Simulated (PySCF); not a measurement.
## Nuclear quadrupole coupling in `COc1ccn(C)n1`

C5H8N2O.
Z-matrix (Å and degrees, GFN2-xTB geometry), rows numbered from 1:
```
C 
O   1  1.4117
C   2  1.3444  1  114.81
C   3  1.4094  2  125.15  1   179.56
C   4  1.3740  3  104.02  2   179.97
N   5  1.3458  4  107.57  3    -0.17
C   6  1.4332  5  128.05  4   179.06
N   3  1.3229  2  123.76  1    -0.54
H   1  1.0932  2  110.68  3   -59.85
H   1  1.0883  2  106.22  3  -179.64
H   1  1.0932  2  110.77  3    60.55
H   4  1.0685  3  127.23  2     0.11
H   5  1.0714  4  130.91  3   179.97
H   7  1.0910  6  110.33  5    47.59
H   7  1.0881  6  107.87  5   167.26
H   7  1.0935  6  111.00  5   -73.32
```

Field gradients from the PBE0/pcSseg-1 density (PySCF, non-relativistic), principal values in atomic units, ordered |Vxx| ≤ |Vyy| ≤ |Vzz|:

| atom | Vxx | Vyy | Vzz |
| --- | --- | --- | --- |
| O2 | -0.2030 | -1.7142 | 1.9172 |
| N6 | 0.2556 | 0.5763 | -0.8319 |
| N8 | -0.0318 | -0.8791 | 0.9108 |

**Question.** Find the asymmetry η = (Vxx − Vyy)/Vzz and the couplings χ = eQV/h (234.96 MHz × Q in barn × V in au), with Q(17O) = −0.0256 b, Q(14N) = 0.02044 b.

**Answer.** 
```tsv
atom	environment	nucleus	η	χzz (MHz)	χxx (MHz)	χyy (MHz)
O2	aryl ether oxygen	17O	0.79	-11.53	1.22	10.31
N6	pyrrole-type nitrogen	14N	0.39	-3.995	1.228	2.768
N8	pyridine-type nitrogen	14N	0.93	4.374	-0.152	-4.222
```

At N8 η is above 0.9: Vyy and Vzz are nearly equal in size and opposite in sign, so a small change could swap them and flip the sign of χzz. 

**Question.** What is Vzz at N6 in SI units (1 au = 9.71736 × 10²¹ V/m²)?

**Answer.** -0.8319 au = -8.084 × 10²¹ V/m².

**Question.** What couplings would deuterons (Q(2H) = 0.00286 b) have in place of the hydrogens, at this geometry?

**Answer.** 
```json
{"atom": "H9", "bonded to": "C1", "bond length (Å)": "1.093", "Vzz (au)": "0.2939", "η": "0.10", "χzz (kHz)": "197"}
{"atom": "H10", "bonded to": "C1", "bond length (Å)": "1.088", "Vzz (au)": "0.3060", "η": "0.08", "χzz (kHz)": "206"}
{"atom": "H11", "bonded to": "C1", "bond length (Å)": "1.093", "Vzz (au)": "0.2940", "η": "0.10", "χzz (kHz)": "198"}
{"atom": "H12", "bonded to": "C4", "bond length (Å)": "1.068", "Vzz (au)": "0.3565", "η": "0.08", "χzz (kHz)": "240"}
{"atom": "H13", "bonded to": "C5", "bond length (Å)": "1.071", "Vzz (au)": "0.3448", "η": "0.09", "χzz (kHz)": "232"}
{"atom": "H14", "bonded to": "C7", "bond length (Å)": "1.091", "Vzz (au)": "0.3012", "η": "0.07", "χzz (kHz)": "202"}
{"atom": "H15", "bonded to": "C7", "bond length (Å)": "1.088", "Vzz (au)": "0.3039", "η": "0.06", "χzz (kHz)": "204"}
{"atom": "H16", "bonded to": "C7", "bond length (Å)": "1.093", "Vzz (au)": "0.2967", "η": "0.06", "χzz (kHz)": "199"}
```

Isolated species at its GFN2-xTB geometry (one conformer only). GFN2-xTB bond lengths can be off by several hundredths of an ångström, more for odd bonds, and the gradients follow them. The small basis limits the accuracy of the gradients.
